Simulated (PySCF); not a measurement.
C₄H₂Cl₃F, SMILES ClC(Cl)(F)C(Cl)=C=C.

Geometry optimised at B3LYP-D3(BJ)/def2-SVP. The structure was generated by enumeration, and PubChem lists no compound with its InChIKey, so it may never have been made. Other conformers were not sampled.

Computed with SMD-M06-2X/def2-SVP in PySCF.

Solvation free energies are E(SMD) − E(gas) at the gas-phase geometry, for 1 M in both phases. In vacuum the dipole moment is 2.49 D.

Computed solvation free energies in water, chlorobenzene, tetrahydrofuran:
```csv
solvent,ΔG(solv) (kcal/mol),its non-electrostatic (CDS) part,dipole (D)
water,0.6,4.0,3.62
chlorobenzene,-5.3,-2.7,3.35
tetrahydrofuran,-4.5,-1.7,3.41
```
